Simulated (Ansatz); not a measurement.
Relaxation of H10O3Si4 (17 atoms, charge 0, multiplicity 1), to a largest force component of 0.02 eV/Å in at most 40 steps.

Computed with RKS B3LYP-D4/STO-3G in Ansatz 0.2.0.

```xyz
17
Properties=species:S:1:pos:R:3
Si 0.000 0.000 0.000
H 0.000 0.000 1.460
O 1.584 0.000 -0.559
Si 2.491 -1.376 -0.887
H 1.660 -2.352 -1.586
H 3.632 -1.020 -1.725
H 2.969 -1.954 0.366
O -0.791 1.371 -0.559
Si -2.400 1.426 -1.040
H -3.212 0.642 -0.114
H -2.862 2.811 -1.038
H -2.527 0.874 -2.385
O -0.791 -1.371 -0.559
Si -1.673 -2.433 0.398
H -1.263 -2.287 1.792
H -3.096 -2.132 0.276
H -1.426 -3.804 -0.040
```

**Question.** Where does it end, and by what steps?

**Answer.** The run converged. The force dipped under the threshold on the way, but the program's further checks kept it going. Limits of this set-up: minimal basis. After 33 steps the energy has fallen by 0.354 eV; H10 moved furthest, 2.35 Å.

| step | energy less start (eV) | largest force component (eV/Å) | accepted |
| --- | --- | --- | --- |
| 0 | 0.0000 | 0.772 | yes |
| 2 | -0.1326 | 0.145 | yes |
| 4 | -0.1658 | 0.457 | no |
| 6 | -0.1936 | 0.068 | yes |
| 8 | -0.2047 | 0.240 | yes |
| 10 | -0.2363 | 0.091 | yes |
| 12 | -0.2600 | 0.246 | yes |
| 14 | -0.2797 | 0.496 | yes |
| 16 | -0.3104 | 0.197 | yes |
| 18 | -0.3246 | 0.245 | yes |
| 20 | -0.3389 | 0.316 | yes |
| 22 | -0.3458 | 0.151 | yes |
| 24 | -0.3492 | 0.062 | yes |
| 26 | -0.3513 | 0.118 | yes |
| 28 | -0.3527 | 0.006 | yes |
| 30 | -0.3535 | 0.027 | yes |
| 32 | -0.3538 | 0.018 | yes |
| 33 | -0.3539 | 0.018 | yes |

```xyz
17
Properties=species:S:1:pos:R:3
Si 0.001 -0.122 0.660
H 0.270 0.116 2.065
O 1.364 0.156 -0.278
Si 1.803 -1.031 -1.412
H 0.747 -1.330 -2.359
H 2.914 -0.461 -2.142
H 2.245 -2.267 -0.799
O -1.252 0.923 0.270
Si -1.696 1.125 -1.356
H -2.026 -0.138 -1.991
H -2.864 1.976 -1.361
H -0.648 1.753 -2.138
O -0.382 -1.717 0.289
Si -1.748 -2.468 0.950
H -1.735 -2.428 2.400
H -2.977 -1.845 0.497
H -1.724 -3.844 0.508
```

Run time: 2.8 min on 1 thread of Arm Neoverse V2, on a shared host, peak memory 0.18 GiB.
